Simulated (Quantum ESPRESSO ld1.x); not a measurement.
Results of a calculation; reference values are marked as such.
Q: Tb XXIV, 42 electrons, occupied as [Kr] 4d6 (the NIST ground configuration). Code: ld1.x of Quantum ESPRESSO 7.5. Model: scalar-relativistic Kohn-Sham, PBE, spin-unpolarised, spherical densities, point nucleus. Some entries of the table are withheld. Estimate them.

| orbital | occ. | eigenvalue (Ry) | <r^2> (bohr^2) |
|---|---|---|---|
| 1s | 2 | (1) | 0.0006315 |
| 2s | 2 | (2) | 0.009885 |
| 2p | 6 | -612.580 | 0.007986 |
| 3s | 2 | -190.618 | 0.06489 |
| 3p | 6 | -168.886 | 0.06495 |
| 3d | 10 | -140.772 | (3) |
| 4s | 2 | -73.8175 | 0.2919 |
| 4p | 6 | -66.1367 | 0.3155 |
| 4d | 6 | -55.7237 | 0.3357 |
| 5s | 0 | -38.1975 | (4) |
| 5p | 0 | -35.0359 | 1.068 |

A: 
(1) 1s eigenvalue (Ry): -3862.80
(2) 2s eigenvalue (Ry): -683.029
(3) 3d <r^2> (bohr^2): 0.05421
(4) 5s <r^2> (bohr^2): 0.9718
